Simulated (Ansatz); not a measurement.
**Which is lower?**

The two ends of one reaction step of GaH₃O, singlet (PBE0-D4/def2-TZVP).

A:

```tsv
atom	x (Å)	y (Å)	z (Å)
Ga1	-0.3497	0.3166	0.2828
H2	-1.4995	0.4446	-0.7718
O3	1.0812	-0.6545	-0.1713
H4	1.0333	-1.0348	-1.0505
H5	-0.2653	0.9281	1.7109
```

B:

Ga1  (0.498, 0.465, 1.587)
H2  (-0.928, -0.726, -2.654)
O3  (0.515, -0.228, 0.101)
H4  (-0.570, -0.618, -2.004)
H5  (0.485, 1.107, 2.969)
(Å)

Ansatz 0.2.0; basis: def2-TZVPP; cores frozen in the correlated methods. Filled d shells of the heavier atoms are correlated. The def2 sets are not built for correlating such inner shells, so the correlated values are less sure here. B3LYP uses VWN-RPA correlation.

Which structure is lower at CCSD(T), and by how much? (To be estimated.)

The calculation gives: A, by 47.96 kcal/mol (electronic energy, against the other). By their contacts, A is GaH₃O ([OH][GaH2]) and B is a complex of GaHO ([O][GaH]) + H₂.

All methods give the same order:

| method | E(B) − E(A) (kcal/mol) |
| --- | --- |
| SPW92 | 49.44 |
| PBE-D4 | 42.47 |
| BLYP-D4 | 38.89 |
| r2SCAN-D4 | 47.62 |
| B97M-V | 49.42 |
| PBE0-D4 | 51.39 |
| B3LYP-D4 | 46.87 |
| r2SCAN0-D4 | 54.34 |
| BHLYP-D4 | 56.52 |
| CAM-B3LYP-D4 | 51.34 |
| wB97X-V | 52.30 |
| wB97M-V | 51.65 |
| B2PLYP | 44.40 |
| PBE-QIDH | 52.04 |
| RPA on PBE | 44.33 |
| HF | 65.30 |
| MP2 | 43.66 |
| CCSD | 52.37 |
| CCSD(T) | 47.96 |

The T1 diagnostic stays at or below 0.027. The T1 diagnostic is large here, which may signal multireference character or strong orbital relaxation, so CCSD(T) is less sure.

Labels in which every atom is bracketed show which atoms are joined, not bond orders.

For scale, one of the runs: CCSD(T)/def2-TZVPP, 121 basis functions, launched by `ansatz run in.yaml --threads 2 --pin off --events-out ev --progress --plain --max-ram 4352MiB`. Hardware: 2 CPU threads, shared host. Wall time about 8.5 s.
